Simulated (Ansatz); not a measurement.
# Redistribution: CH8OSi2 + C2H6O2Si2 → CH8O2Si2 + C2H6OSi2

Species: CH8OSi2 `C[SiH2][SiH2]O`, singlet; C2H6O2Si2 `O[SiH2]C#C[SiH2]O`, singlet; CH8O2Si2 `C[SiH2][SiH](O)O`, singlet; C2H6OSi2 `O[SiH2]C#C[SiH3]`, singlet. The partners trade H for OH; both sit on Si, so the bond types are kept.

Shapes, held fixed at every level: PBE0-D4/def2-TZVP. Flexible molecules stand in one conformer, not always the lowest. Programs: Ansatz 0.2.0. Electronic energies: no zero-point or thermal term.

(1) Estimate ΔE of this reaction.

Results:

(1) The highest level, CCSD(T)/CBS estimate, gives ΔE = -15.1 kJ/mol; the levels span -15.6 to -12.0. The column of differences is taken from that level and isn't an error. No measured value is set beside it here. The CBS estimate extrapolates MP2 from def2-TZVPP and def2-QZVPP and adds CCSD(T) − MP2 in the triple-zeta set, cores frozen.

| level | kind | ΔE (kJ/mol) | less CCSD(T)/CBS estimate |
| --- | --- | --- | --- |
| HF/def2-TZVPP | Hartree–Fock | -12.0 | +3.1 |
| B3LYP-D4/def2-TZVPP | global hybrid | -15.6 | -0.5 |
| wB97M-V/def2-TZVPP | range-separated hybrid | -15.6 | -0.5 |
| MP2/def2-TZVPP | perturbation theory | -14.5 | +0.6 |
| CCSD(T)/def2-TZVPP | coupled cluster or CI | -14.8 | +0.3 |
| CCSD/def2-TZVPP | coupled cluster or CI | -14.6 | +0.5 |
| CCSD(T)/CBS estimate | coupled cluster or CI | -15.1 | 0.0 |
